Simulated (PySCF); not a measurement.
## Exercise with solution: dipole moment from atomic charges

Al(H)(Me)(SH) (CH5AlS), SMILES [CH3][AlH][SH]. Atoms are numbered in the order given.

```xyz
8

Al    -0.5739     0.1736    -0.5207
H     -1.7890    -0.3961    -1.3576
C      0.0329     2.0228    -0.5415
H      1.0817     2.0922    -0.8477
H     -0.0298     2.4696     0.4561
H     -0.5532     2.6466    -1.2209
S      0.4510    -1.2998     0.7360
H      1.3381    -0.4082     1.2129
```

Coordinates come from a r2SCAN-D4/def2-TZVP optimisation. The geometry has at least one imaginary mode, so it is a saddle point at that level. Other conformers were not sampled.

Charges (e) from PBE0/def2-TZVPD (PySCF):

```
atom  ESP fit     IAO
----  -------  ------
Al1     0.716   0.814
H2     -0.231  -0.204
C3     -0.640  -0.834
H4      0.135   0.164
H5      0.135   0.164
H6      0.144   0.164
S7     -0.417  -0.374
H8      0.158   0.105
```

The dipole moment of the full density is 1.81 D.

Problem. What dipole moment does each set of point charges give, and which comes closer to that of the density?

Solution. 
μ = Σ q r, and 1 e Å = 4.8032 D.
ESP fit: Σ q r = (0.067, 0.396, -0.057) e Å, |μ| = 1.95 D.
IAO: Σ q r = (-0.076, 0.161, -0.108) e Å, |μ| = 1.00 D.
ESP fit comes closer in size. Point charges leave out the atoms' own dipoles (lone pairs, polarised bonds); fits to the potential absorb them, partitions of the density don't.
